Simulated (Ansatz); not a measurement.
hexafluorodisilane (F$_{6}$Si$_{2}$), singlet, geometry from GFN2-xTB; B3LYP5/STO-3G in Ansatz (a program for electronic structure).

Ansatz was given this input:
Ansatz 0.2 input:
```yaml
crystal:
  periodic: [false, false, false]
  atoms:
    - {symbol: F, position_ang: [1.91144099, -0.24336418, -1.23186550]}
    - {symbol: Si, position_ang: [1.11552550, -0.05340670, 0.12300950]}
    - {symbol: F, position_ang: [1.76075357, 1.23559388, 0.77677538]}
    - {symbol: F, position_ang: [1.61318454, -1.24527155, 1.03791126]}
    - {symbol: Si, position_ang: [-1.11552550, 0.05340670, -0.12300950]}
    - {symbol: F, position_ang: [-1.61318454, 1.24527155, -1.03791126]}
    - {symbol: F, position_ang: [-1.76075357, -1.23559388, -0.77677538]}
    - {symbol: F, position_ang: [-1.91144099, 0.24336418, 1.23186550]}
basis:
  gaussian:
    orbitals: STO-3G
hamiltonian:
  xc: b3lyp5
accuracy: high
```

The log (banner, timings and long lists left out):

```
Functional definition: B3LYP5
1041 factors; integrals over basis functions are off by at most 4.3e-8 eV
mean field evaluation 1: about -31623.4431 eV, gradient 4.0e1 eV
mean field evaluation 2: about -31622.5663 eV, gradient 4.7e1 eV
mean field evaluation 4: about -31629.7852 eV, gradient 6.8e-2 eV
mean field evaluation 8: about -31629.8104 eV, gradient 1.6e-3 eV
mean field evaluation 16: about -31629.8104 eV, gradient 2.8e-8 eV
mean field -31629.81040163 eV, -1162.3740928043 hartree, gradient 1.6e-8 eV, S^2 0.000000; 0 other end points of the search recorded, 0 dependent functions left out
reference -31629.81042771 eV, -1162.3740937627 hartree; 41, 41 occupied and 7, 7 virtual orbitals, 1041 factors
Total energy: -31629.81042771 eV, -1162.3740937627 hartree
```
